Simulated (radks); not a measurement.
The numbers below are computed, except where a source is named.
Q: Ionisation of Re+, [Xe] 4f14 5d5 6s1, to Re2+, [Xe] 4f14 5d5, under several functionals. Scalar-relativistic Kohn-Sham, spin-polarised, spherical densities, finite nucleus; open shells are filled with parallel spins first (spin-orbit coupling, left out, can overturn this in heavy ions); a radial shooting solver on a logarithmic mesh with Libxc functionals. The NIST Atomic Spectra Database gives 16.6 eV (semi-empirical). Rank these functionals by the error of their Delta-SCF ionisation energy: RPBE; LDA (Slater exchange, Perdew-Wang correlation); Wu-Cohen GGA; exchange-only r2SCAN; B86b exchange with PBE correlation; exchange-only B88.

A: From best to worst: exchange-only r2SCAN 16.698 eV (+0.098); exchange-only B88 16.865 eV (+0.265); RPBE 17.102 eV (+0.502); B86b exchange with PBE correlation 17.223 eV (+0.623); Wu-Cohen GGA 17.283 eV (+0.683); LDA (Slater exchange, Perdew-Wang correlation) 17.476 eV (+0.876). Open shells are spherical and high-spin; term and fine-structure splittings are not resolved. Spin-orbit splitting is averaged out at the scalar-relativistic level.
